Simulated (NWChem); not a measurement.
System: CH2Cl2GeO; SMILES O=[CH][GeH]([Cl])[Cl]

The following NWChem deck was run.

```
start job
memory heap 200 mb stack 900 mb global 1100 mb
geometry units angstroms noautoz
  O      1.557239     2.284725     0.912691
  C      1.306649     1.431230     0.096309
  Ge    -0.001271    -0.057729     0.525888
  Cl    -1.594553     0.025197    -0.957447
  Cl     1.058152    -1.946326     0.290417
  H      1.774666     1.409294    -0.935068
  H     -0.614642     0.015246     1.945483
end
basis spherical
  O library def2-svp
  C library def2-svp
  Ge library def2-svp
  Cl library def2-svp
  H library def2-svp
end
dft
  xc bhlyp
  iterations 150
  mulliken
end
task dft energy
```

All runs use the structure optimised with PBE-D3(BJ)/def2-SVP.

Problem. Predict the main results of this run. (BHandHLYP/def2-SVP.) Quantities: energy (Ha); highest occupied level (eV); orbital gap (eV); dipole (D).

Solution. 
```yaml
energy (Ha): -3111.27
highest occupied level (eV): -9.00
orbital gap (eV): 7.98
dipole (D): 0.11
```
